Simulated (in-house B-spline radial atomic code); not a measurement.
Computed with a B-spline radial atomic code. Model: two electrons, singlet ground state, non-relativistic, full CI in B-splines with partial waves to l = 8 (at full coupling up to 3e-4 hartree above the limit, correlation up to 0.6 % small), density held at that of full coupling by Lieb maximisation.

W(λ) is the mean repulsion in the state of coupling λ less the Hartree energy of the fixed density. Its start is exact exchange, its initial slope is twice the second-order Görling-Levy correlation energy, and its area from 0 to 1 is E_xc. A straight curve means weak, dynamic correlation, and a curve that drops fast and flattens means strong correlation.

Command:
```bash
python run_ac.py task.json out
```
Settings (lengths in bohr, energies in hartree):
```
potential              coulomb
strength               2.1
lmax                   8
```

Run time, properties included: 25 s on 1 thread of Intel(R) Xeon(R) Processor @ 2.30GHz (shared host).

**W = mean repulsion less Hartree energy, and W of three functionals.**

Given: confinement point charge; nuclear charge 2.1; external potential -Z/r.

Computed: PBE exchange minus exact 12.924 millihartree; SCAN exchange minus exact -5.0933 millihartree.

```
coupling  W xc (hartree)  W xc minus exchange (millihartree)  kinetic minus Kohn-Sham (millihartree)  LDA (PW92) W minus its exchange (millihartree)  PBE W minus its exchange (millihartree)  SCAN W minus its exchange (millihartree)
       0         -1.0873                                   0                                       0                                               0                                        0                                         0
    0.02         -1.0892                              -1.916                                    0.02                                          -11.99                                    -1.77                                     -1.82
    0.05               ?                                   ?                                       ?                                               ?                                        ?                                         ?
    0.12         -1.0985                             -11.258                                    0.67                                          -47.03                                   -10.77                                    -10.49
    0.25         -1.1101                             -22.836                                    2.81                                          -78.44                                   -22.31                                    -21.03
     0.4         -1.1227                             -35.458                                     6.9                                         -106.83                                   -35.14                                    -32.36
     0.6         -1.1384                             -51.164                                   14.73                                         -137.56                                   -51.29                                    -46.35
     0.8          -1.153                             -65.712                                    24.9                                          -163.2                                   -66.39                                    -59.25
       1         -1.1665                              -79.22                                   37.04                                         -185.34                                   -80.49                                    -71.21
     1.4         -1.1908                             -103.51                                   66.07                                         -222.42                                  -106.02                                     -92.8
       2               ?                                   ?                                       ?                                               ?                                        ?                                         ?
       3         -1.2619                             -174.59                                  217.84                                         -320.52                                  -182.73                                   -157.56
     4.5         -1.3051                             -217.85                                  378.01                                         -377.87                                  -231.94                                   -199.01
       7         -1.3516                             -264.38                                  640.73                                         -441.13                                  -288.66                                   -245.89
      10         -1.3862                             -298.98                                  930.92                                         -490.88                                  -334.54                                   -282.12
```

Q: What belongs in the row 0.05?

A: W xc (hartree): -1.092; W xc minus exchange (millihartree): -4.76; kinetic minus Kohn-Sham (millihartree): 0.12; LDA (PW92) W minus its exchange (millihartree): -24.56; PBE W minus its exchange (millihartree): -4.47; SCAN W minus its exchange (millihartree): -4.49.

Q: What belongs in the row 2?

A: W xc (hartree): -1.2216; W xc minus exchange (millihartree): -134.33; kinetic minus Kohn-Sham (millihartree): 118.17; LDA (PW92) W minus its exchange (millihartree): -266.2; PBE W minus its exchange (millihartree): -138.84; SCAN W minus its exchange (millihartree): -120.49.

Q: What is the LDA exchange minus exact?

A: 150.22 millihartree.

**Energy parts, natural occupations and partial-wave weights.**

Computed: total energy -3.2513 hartree; exchange energy -1.0873 hartree; correlation energy -0.042184 hartree; kinetic part of the DFT correlation energy 0.037036 hartree; kinetic part over minus potential part 0.46751; Hartree energy 2.1745 hartree; Kohn-Sham kinetic 3.214 hartree.

```tsv
natural	occupation of the shell (electrons)
s	1.9857
p	0.0069334
s	0.0066434
d	0.00029776
p	?
s	0.00011238
```

Q: What belongs in the row p?

A: occupation of the shell (electrons): 0.00022552.

```json
{"wave": "s", "weight": "0.99621"}
{"wave": "p", "weight": "0.0035902"}
{"wave": "d", "weight": "?"}
{"wave": "f", "weight": "2.2819e-05"}
{"wave": "g", "weight": "5.233e-06"}
```

Q: What belongs in the row d?

A: weight: 0.0001665.

Q: What is the Lieb Oxford ratio E_xc over LDA exchange?

A: 1.2053.

Q: What is the initial slope twice GL2?

A: -0.09621 hartree.

Half-way to full coupling W has made 55 % of its drop, against 50 % for a straight line, and second-order (GL2) theory, half the initial slope, overshoots the correlation energy by about 14 %: a moderate bend, as in light atoms. Over couplings 0 to 1 the errors in E_xc come to about +78 millihartree for LDA, +13 millihartree for PBE, -1.1 millihartree for SCAN, so SCAN is nearest. In LDA and PBE and SCAN the errors of exchange and correlation have opposite signs, so the sum is smaller than the larger of the two.
